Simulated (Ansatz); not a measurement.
C$_{5}$H$_{11}$Cl$_{2}$Ga (`CC(C)(C)[CH2][Ga]([Cl])[Cl]`). The species carries charge 0 and has multiplicity 1. The geometry is a stationary point of PBE0-D4/def2-TZVP. It is one conformer, not always the lowest.

```xyz
19

C     0.369   -0.601   -1.457
C    -0.335    0.103   -0.301
C    -1.003   -0.932    0.601
C    -1.401    1.046   -0.860
C     0.668    0.932    0.512
Ga    1.905   -0.127    1.603
Cl    3.211   -1.677    0.902
Cl    2.087    0.198    3.715
H    -0.347   -1.180   -2.046
H     0.842    0.124   -2.125
H     1.143   -1.286   -1.104
H    -1.468   -0.461    1.472
H    -0.278   -1.675    0.959
H    -1.778   -1.484    0.063
H    -1.944    1.549   -0.054
H    -0.949    1.814   -1.493
H    -2.127    0.497   -1.465
H     1.258    1.580   -0.144
H     0.147    1.580    1.224
```

Question: What is the dipole moment at PBE/def2-TZVPP? (Estimate.)

Answer: The calculation gave: 3.38 D, with components (-2.28, 1.33, -2.11) D in this frame, pointing from negative to positive charge.

Question: And with r2SCAN, B3LYP, ωB97M-V? (Estimate.)

Answer: The calculation gave: r2SCAN 3.48 D, B3LYP 3.43 D, ωB97M-V 3.37 D.

Question: Give the Mulliken charges with PBE, r2SCAN, B3LYP in def2-TZVPP. (Estimate.)

Answer: Computed: 
```csv
atom,PBE,r2SCAN,B3LYP
C1,-0.26,-0.21,-0.28
C2,0.23,0.37,0.23
C3,-0.30,-0.26,-0.33
C4,-0.27,-0.21,-0.28
C5,-0.25,-0.31,-0.28
Ga6,0.45,0.53,0.52
Cl7,-0.25,-0.28,-0.28
Cl8,-0.25,-0.27,-0.27
H9,0.07,0.05,0.08
H10,0.07,0.05,0.08
H11,0.08,0.06,0.09
H12,0.10,0.07,0.10
H13,0.08,0.05,0.08
H14,0.08,0.05,0.08
H15,0.08,0.05,0.08
H16,0.08,0.05,0.08
H17,0.08,0.05,0.08
H18,0.09,0.08,0.09
H19,0.10,0.08,0.11
```

B3LYP here is the variant with VWN-RPA as its local correlation; programs differ in this.
